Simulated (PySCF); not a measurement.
C3H5FSi, SMILES C(=CF)=C[SiH3]. Atoms are numbered in the order given.

```xyz
10

F      2.6798     0.1091    -0.6142
C      1.6336     0.8911    -0.2896
C      0.5711     0.4429     0.3359
C     -0.5267     0.0206     0.9154
Si    -2.0103    -0.6216    -0.0542
H      1.7646     1.9348    -0.5922
H     -0.5821     0.0354     2.0153
H     -3.2152     0.1972     0.2708
H     -2.2925    -2.0349     0.3324
H     -1.7169    -0.5387    -1.5102
```
Charge 0, spin multiplicity 1.

Coordinates come from a B3LYP-D3(BJ)/def2-SVP optimisation. This is a generated structure with no PubChem entry under its InChIKey; it may be hypothetical.

Method: TDDFT-ωB97X/def2-SVPD (PySCF).

Vertical excitations. 

Computed excitation energies, oscillator strengths and character:
```json
[
 {"state": "S1", "energy (eV)": "4.58", "λ (nm)": "271", "f": "0.001", "main pairs": "HOMO→LUMO 97 %"},
 {"state": "S2", "energy (eV)": "6.97", "λ (nm)": "178", "f": "0.047", "main pairs": "HOMO−1→LUMO 67 %, HOMO→LUMO+1 16 %"},
 {"state": "S3", "energy (eV)": "7.07", "λ (nm)": "175", "f": "0.002", "main pairs": "HOMO−1→LUMO+2 35 %, HOMO−1→LUMO+1 33 %, HOMO−1→LUMO+3 23 %"},
 {"state": "S4", "energy (eV)": "7.26", "λ (nm)": "171", "f": "0.008", "main pairs": "HOMO→LUMO+2 55 %, HOMO→LUMO+1 27 %"},
 {"state": "S5", "energy (eV)": "7.58", "λ (nm)": "164", "f": "1.275", "main pairs": "HOMO→LUMO+1 31 %, HOMO−1→LUMO 26 %, HOMO→LUMO+2 22 %, HOMO→LUMO+3 14 %"},
 {"state": "S6", "energy (eV)": "8.05", "λ (nm)": "154", "f": "0.035", "main pairs": "HOMO−1→LUMO+2 50 %, HOMO−1→LUMO+1 35 %"},
 {"state": "S7", "energy (eV)": "8.35", "λ (nm)": "149", "f": "0.003", "main pairs": "HOMO−4→LUMO 46 %, HOMO−2→LUMO 33 %, HOMO−5→LUMO 8 %"},
 {"state": "S8", "energy (eV)": "8.52", "λ (nm)": "146", "f": "0.014", "main pairs": "HOMO→LUMO+5 42 %, HOMO→LUMO+4 36 %"},
 {"state": "S9", "energy (eV)": "8.56", "λ (nm)": "145", "f": "0.018", "main pairs": "HOMO→LUMO+4 42 %, HOMO→LUMO+5 32 %, HOMO→LUMO+3 8 %"},
 {"state": "S10", "energy (eV)": "8.65", "λ (nm)": "143", "f": "0.023", "main pairs": "HOMO→LUMO+6 40 %, HOMO−2→LUMO 32 %, HOMO−4→LUMO 8 %"},
 {"state": "T1", "energy (eV)": "4.20", "λ (nm)": "295", "f": "0", "main pairs": "HOMO→LUMO 96 %"},
 {"state": "T2", "energy (eV)": "4.31", "λ (nm)": "288", "f": "0", "main pairs": "HOMO−1→LUMO 76 %"},
 {"state": "T3", "energy (eV)": "4.67", "λ (nm)": "266", "f": "0", "main pairs": "HOMO→LUMO+2 28 %, HOMO→LUMO+1 25 %, HOMO→LUMO+3 23 %, HOMO−1→LUMO 11 %"},
 {"state": "T4", "energy (eV)": "6.77", "λ (nm)": "183", "f": "0", "main pairs": "HOMO−1→LUMO+2 35 %, HOMO−1→LUMO+1 31 %, HOMO−1→LUMO+3 24 %"}
]
```
Triplets are in the Tamm–Dancoff approximation, which puts them higher than full response would, so one can lie above its singlet here.
